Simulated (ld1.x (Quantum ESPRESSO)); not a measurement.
**Ranking TM semilocal potentials for Sc**

All share these settings but for the change named:

scandium, norm-conserving Troullier–Martins (semilocal form), made with ld1.x (Quantum ESPRESSO) 7.5 (BLYP, non-relativistic). Core [Ar], reference 3d1 4s1.5 4p0.5. Waves: 4s (bound): rc 2.15 bohr; 3d (bound): rc 1.85 bohr; 4p (bound): rc 4.20 bohr. Local part: the p channel. Core correction: a·sin(br)/r model core inside 1.65 bohr.

Test errors are all-electron minus pseudo excitation energies from the reference, over 3d1 4s2 4p0; 3d1 4s1 4p0; 3d1 4s0 4p0; 3d2 4s0 4p0; 3d1 4s0 4p2; 3d2 4s1 4p0; 3d0 4s2 4p0. None of these files shows a bound ghost.

The base gives 156.4 meV.

Of 7 variants that were run, those that failed, showed a ghost or another fault, or gave nearly equal values are left out.

A variant can come out equal or close to the base, since the largest error may sit in a test that the change hardly touches while other tests move.

Problem. Rank these variants by their largest absolute test error, smallest first.
A. all radii but the core radius scaled by about 1.38 (s 2.96, p 5.78, d 2.54 bohr)
B. all radii but the core radius scaled by about 0.92 (s 1.98, p 3.86, d 1.70 bohr)
C. all radii but the core radius scaled by about 1.28 (s 2.76, p 5.38, d 2.38 bohr)

Solution. A (133.7 meV), C (162.7 meV), B (448.8 meV).
